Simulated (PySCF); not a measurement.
# Broadened absorption spectrum of C4H3Cl2F

Compound: C4H3Cl2F.
InChI=1S/C4H3Cl2F/c5-2-3-1-4(3,6)7/h1H,2H2/t4-/m1/s1

Method used: PySCF, TDDFT PBE0/def2-SVPD, vertical, gas phase, core orbitals frozen in the response. Isolated species at its GFN2-xTB geometry (one conformer only). Torsions of this conformer, `[F:1][C@:2]1([Cl:3])[CH:4]=[C:5]1[CH2:6][Cl:7]`: C4–C5–C6–Cl7 0°.

Computed states:

| state | E (eV) | f |
| --- | --- | --- |
| S1 | 5.82 | 0.0050 |
| S2 | 6.77 | 0.029 |
| S3 | 6.96 | 0.060 |
| S4 | 7.04 | 0.0021 |
| S5 | 7.11 | 0.022 |
| S6 | 7.19 | 0.0006 |

Each state is given a Gaussian of 0.3 eV full width at half maximum, with ε(max) = 2.175×10⁸ f / Δν̃ (Δν̃ the width in cm⁻¹). The width is an assumption, not a result. The curve ends short of the highest state used, and states not computed would add to its high-energy end.

Question: Give the broadened spectrum and its maxima.

Answer: 
λ (nm), ε (L mol⁻¹ cm⁻¹) and a bar:
```
    188.1       1088 ##############################
    190.0        442 ############
    191.8        154 ####
    193.7         41 #
    195.5         10 
    197.4          2 
    199.2          4 
    201.1         13 
    202.9         37 #
    204.8         90 ##
    206.6        174 #####
    208.5        287 ########
    210.3        388 ###########
    212.2        448 ############
    214.0        440 ############
    215.9        368 ##########
    217.7        270 #######
    219.6        169 #####
    221.4         96 ###
    223.3         46 #
    225.1         21 #
    227.0          8 
    228.8          3 
    230.7          1
```

Maxima: 213 nm (5.82 eV), ε about 450, made up of S1 (100%) (ε in L mol⁻¹ cm⁻¹; maxima over ε = 5, shares over 10%). At its high-energy end, 6.59 eV, the curve is still rising (ε about 1100, from S2).

Question: What would ε be at 5.82 eV, the highest of these maxima, with half the width (0.15 eV)?

Answer: About 904 L mol⁻¹ cm⁻¹ against 453, a factor of about 1.99; a lone state at its own centre would give exactly 2.

Question: Does any computed singlet lie in the visible range?

Answer: No computed singlet lies in the visible range (380 to 750 nm); the lowest, at 213 nm, stands 2.56 eV above its violet end (3.26 eV).

Question: Coming from long wavelengths, where does ε first pass 100 L mol⁻¹ cm⁻¹?

Answer: At about 221 nm (5.60 eV), 0.22 eV below S1.
